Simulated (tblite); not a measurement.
Compound: C5H12P2.
Numbering: `[H]/[P:7]=[P:6]/[C:3]([CH2:2][CH3:1])([CH3:4])[CH3:5]` (hydrogens: H8, H9, H10 on C1; H11, H12 on C2; H13, H14, H15 on C4; H16, H17, H18 on C5; H19 on P7)

Computed geometry: GFN2-xTB, gas phase.

**Question.** Give the optimised bond lengths and angles.

**Answer.** 
| bond | length (Å) |
| --- | --- |
| C1–C2 | 1.523 |
| C2–C3 | 1.537 |
| C3–C4 | 1.534 |
| C3–C5 | 1.524 |
| C3–P6 | 1.895 |
| P6=P7 | 2.021 |
| C1–H8, C1–H9, C1–H10 | 1.089 |
| C2–H11, C2–H12 | 1.094 |
| C4–H13 and 5 like bonds | 1.089 |
| P7–H19 | 1.402 |

Bonds in one row agree within 0.01 Å and their mean is given. A selection of angles:
| angle | degrees |
| --- | --- |
| C2–C1–H8 | 110.3 |
| C2–C1–H9 | 111.3 |
| H8–C1–H9 | 108.5 |
| C1–C2–C3 | 113.7 |
| C1–C2–H11 | 109.4 |
| C3–C2–H11 | 108.8 |
| C3–C2–H12 | 108.4 |
| H11–C2–H12 | 107.6 |
| C2–C3–C4 | 108.8 |
| C2–C3–C5 | 111.2 |
| C2–C3–P6 | 107.2 |
| C4–C3–C5 | 109.4 |
| C4–C3–P6 | 105.7 |
| C5–C3–P6 | 114.3 |
| C3–C4–H13 | 110.8 |
| C3–C4–H15 | 110.3 |
| H13–C4–H14 | 108.4 |
| H17–C5–H18 | 108.6 |
| C3–P6–P7 | 103.6 |
| P6–P7–H19 | 92.2 |

Dihedral angles: C1–C2–C3–C4 177° (antiperiplanar); C2–C3–P6–P7 -137° (anticlinal). The mirror-image conformer, all signs reversed, is as good.

Of the pairs four or more bonds apart, P6···H8 is among the closest relative to their van der Waals radii: 2.71 Å, 90 % of the sum of Bondi's values. P7 (phosphorus bonded to P and H) is bent (angle 92.2°).

Point group: C1 (no symmetry element, even within 0.4 Å). Its GFN2-xTB frequencies are all real (lowest 18 cm⁻¹). The numbers are those of one conformer. 3 starts were optimised and ended at 0.00, 0.75 and 1.13 kcal/mol (GFN2-xTB); the lowest of these is shown.
